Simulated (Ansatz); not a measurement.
Spectroscopic constants of Mg2+, multiplicity 2 (lowest of 2S+1 = 2, 4 at CCSD(T)/def2-TZVPP on PBE0 minima; our sources give no spin for the ground state, which may be another).

The constants come from a fifth-degree fit in 1/R (seven points, main isotopes). In def2 and cc sets the state is the lowest found near the PBE0 minimum, followed along R.

Run with Ansatz (Gaussian orbitals). Each number belongs to the level named beside it.

```json
[
 {"level": "SVWN5/def2-TZVPP", "r_e (Å)": "3.007", "ω_e (cm⁻¹)": "203", "B_e (cm⁻¹)": "0.155", "ω_e x_e (cm⁻¹)": "1.5"},
 {"level": "PBE/def2-TZVPP", "r_e (Å)": "3.052", "ω_e (cm⁻¹)": "197", "B_e (cm⁻¹)": "0.151", "ω_e x_e (cm⁻¹)": "1.5"},
 {"level": "r2SCAN/def2-TZVPP", "r_e (Å)": "3.039", "ω_e (cm⁻¹)": "207", "B_e (cm⁻¹)": "0.152", "ω_e x_e (cm⁻¹)": "1.5"},
 {"level": "B97M-V/def2-TZVPP", "r_e (Å)": "3.044", "ω_e (cm⁻¹)": "193", "B_e (cm⁻¹)": "0.152", "ω_e x_e (cm⁻¹)": "1.8"},
 {"level": "B3LYP/def2-TZVPP", "r_e (Å)": "3.065", "ω_e (cm⁻¹)": "191", "B_e (cm⁻¹)": "0.150", "ω_e x_e (cm⁻¹)": "1.6"},
 {"level": "PBE0/def2-TZVPP", "r_e (Å)": "3.042", "ω_e (cm⁻¹)": "204", "B_e (cm⁻¹)": "0.152", "ω_e x_e (cm⁻¹)": "1.4"},
 {"level": "BHLYP/def2-TZVPP", "r_e (Å)": "3.057", "ω_e (cm⁻¹)": "199", "B_e (cm⁻¹)": "0.150", "ω_e x_e (cm⁻¹)": "1.4"},
 {"level": "CAM-B3LYP/def2-TZVPP", "r_e (Å)": "3.038", "ω_e (cm⁻¹)": "201", "B_e (cm⁻¹)": "0.152", "ω_e x_e (cm⁻¹)": "1.4"},
 {"level": "wB97X-V/def2-TZVPP", "r_e (Å)": "3.045", "ω_e (cm⁻¹)": "209", "B_e (cm⁻¹)": "0.152", "ω_e x_e (cm⁻¹)": "1.2"},
 {"level": "wB97M-V/def2-TZVPP", "r_e (Å)": "3.049", "ω_e (cm⁻¹)": "197", "B_e (cm⁻¹)": "0.151", "ω_e x_e (cm⁻¹)": "1.2"},
 {"level": "B2PLYP/def2-TZVPP", "r_e (Å)": "3.049", "ω_e (cm⁻¹)": "200", "B_e (cm⁻¹)": "0.151", "ω_e x_e (cm⁻¹)": "1.5"},
 {"level": "CCSD/def2-TZVPP", "r_e (Å)": "3.030", "ω_e (cm⁻¹)": "211", "B_e (cm⁻¹)": "0.153", "ω_e x_e (cm⁻¹)": "1.3"},
 {"level": "CCSD/def2-QZVPP", "r_e (Å)": "3.017", "ω_e (cm⁻¹)": "218", "B_e (cm⁻¹)": "0.154", "ω_e x_e (cm⁻¹)": "1.2"},
 {"level": "CCSD(T)/def2-TZVPP", "r_e (Å)": "3.025", "ω_e (cm⁻¹)": "212", "B_e (cm⁻¹)": "0.154", "ω_e x_e (cm⁻¹)": "1.3"},
 {"level": "CCSD(T)/def2-QZVPP", "r_e (Å)": "3.011", "ω_e (cm⁻¹)": "219", "B_e (cm⁻¹)": "0.155", "ω_e x_e (cm⁻¹)": "1.2"}
]
```

Correlated levels freeze the inner cores; with def2 sets outer-core shells near the valence are correlated too.

Doubts at one or more of the structures used: a spin-contaminated determinant (CCSD/def2-TZVPP, CCSD/def2-QZVPP, CCSD(T)/def2-TZVPP, CCSD(T)/def2-QZVPP).

Ansatz is a program for electronic structure.
